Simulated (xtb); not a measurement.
HClO, charge +1, doublet, from a rough starting geometry (a state made from the parent by changing its charge; the spin is typed, not shown lowest); xtb 6.7.1 with GFN2-xTB.

xtb was given this input:
```
$ xtb mol.xyz --gfn 2 --chrg 1 --uhf 1 --opt vtight --json

# file mol.xyz
3

O      0.30108556     0.47888390     0.02349756
H     -0.64827542     0.74396331     0.01165595
Cl     0.37513705    -1.20993669    -0.00076409
```

Question: What does xtb print? Leave out banner, timings and long lists.

Answer: 
```
   ID    Z sym.   atoms
    1    8 O      1
    2    1 H      2
    3   17 Cl     3

           -------------------------------------------------
          |                Calculation Setup                |
           -------------------------------------------------

           -------------------------------------------------
          |                 G F N 2 - x T B                 |
           -------------------------------------------------

          ...................................................
          :                      SETUP                      :
          :.................................................:
          :  # basis functions                  15          :
          :  # atomic orbitals                  14          :
          :  # shells                            6          :
          :  # electrons                        13          :
          :  max. iterations                   250          :
          :  Hamiltonian                  GFN2-xTB          :
          :  restarted?                      false          :
          :  GBSA solvation                  false          :
          :  PC potential                    false          :
          :  electronic temp.          300.0000000     K    :
          :  accuracy                    1.0000000          :
          :  -> integral cutoff          0.2500000E+02      :
          :  -> integral neglect         0.1000000E-07      :
          :  -> SCF convergence          0.1000000E-05 Eh   :
          :  -> wf. convergence          0.1000000E-03 e    :
          :  Broyden damping             0.4000000          :
          :  net charge                          1          :
          :  unpaired electrons                  1          :
          ...................................................

 iter      E             dE          RMSdq      gap      omega  full diag
   1     -8.3649169 -0.836492E+01  0.112E+01    4.21       0.0  T
   2     -8.4440953 -0.791784E-01  0.438E+00    4.55       1.0  T
   3     -8.4707210 -0.266256E-01  0.388E+00    4.64       1.0  T
   4     -8.4838888 -0.131679E-01  0.892E-01    4.74       1.0  T
   5     -8.4846601 -0.771311E-03  0.640E-01    4.79       1.0  T
   6     -8.4852162 -0.556041E-03  0.422E-01    4.89       1.0  T
   7     -8.4854315 -0.215324E-03  0.230E-01    4.95       1.0  T
   8     -8.4854963 -0.648544E-04  0.473E-02    4.95       1.2  T
   9     -8.4854986 -0.221863E-05  0.241E-02    4.96       2.4  T
[...]
         :: total energy              -8.471557337974 Eh    ::
 * total energy  :    -8.4715573 Eh     change       -0.1918465E-11 Eh
 * total energy  :    -8.4748308 Eh     change       -0.3273478E-02 Eh
 * total energy  :    -8.4769931 Eh     change       -0.2162291E-02 Eh
 * total energy  :    -8.4771137 Eh     change       -0.1205983E-03 Eh
 * total energy  :    -8.4771196 Eh     change       -0.5877430E-05 Eh
 * total energy  :    -8.4771210 Eh     change       -0.1394729E-05 Eh
 * total energy  :    -8.4771213 Eh     change       -0.3642663E-06 Eh
 * total energy  :    -8.4771213 Eh     change       -0.5992469E-09 Eh
   *** GEOMETRY OPTIMIZATION CONVERGED AFTER 8 ITERATIONS ***
         :: total energy              -8.477121342860 Eh    ::
[...]
         9                         -0.3185231              -8.6675
        10                         -0.3176187              -8.6428
        11                         -0.3166314              -8.6160
        12                         -0.3030986              -8.2477
        13                         -0.1843107              -5.0153
        14                         -0.0941865              -2.5629
      -------------------------------------------------------------
                  HL-Gap            0.2074891 Eh            5.6461 eV
             Fermi-level           -0.6998286 Eh          -19.0433 eV

     #   Z          covCN         q      C6AA      α(0)
     1   8 O        1.737    -0.054    15.185     5.262
     2   1 H        0.801     0.461     0.388     0.979
     3  17 Cl       0.939     0.593    83.151    13.951

 Mol. C6AA /au·bohr⁶  :        185.084944
 Mol. C8AA /au·bohr⁸  :       6148.190861
 Mol. α(0) /au        :         20.190653

Wiberg/Mayer (AO) data.
largest (>0.10) Wiberg bond orders for each atom

 ---------------------------------------------------------------------------
     #   Z sym  total        # sym  WBO       # sym  WBO       # sym  WBO
 ---------------------------------------------------------------------------
     1   8 O    2.308 --     3 Cl   1.533     2 H    0.776
     2   1 H    0.788 --     1 O    0.776
     3  17 Cl   1.545 --     1 O    1.533
 ---------------------------------------------------------------------------

Topologies differ in total number of bonds
Writing topology from bond orders to xtbtopo.mol

molecular dipole:
                 x           y           z       tot (Debye)
 q only:       -0.145      -0.678       0.009
   full:       -0.152      -1.201       0.001       3.076
molecular quadrupole (traceless):
                xx          xy          yy          xz          yz          zz
 q only:       -0.957      -2.776       3.425      -0.021       0.021      -2.468
  q+dip:       -1.081      -4.269       4.240      -0.035       0.002      -3.159
   full:       -1.984      -4.297       4.815      -0.056       0.005      -2.831

optimized geometry written to: xtbopt.xyz

           -------------------------------------------------
          | TOTAL ENERGY               -8.477121342860 Eh   |
          | GRADIENT NORM               0.000013270340 Eh/α |
          | HOMO-LUMO GAP               5.646065586935 eV   |
           -------------------------------------------------

normal termination of xtb
```
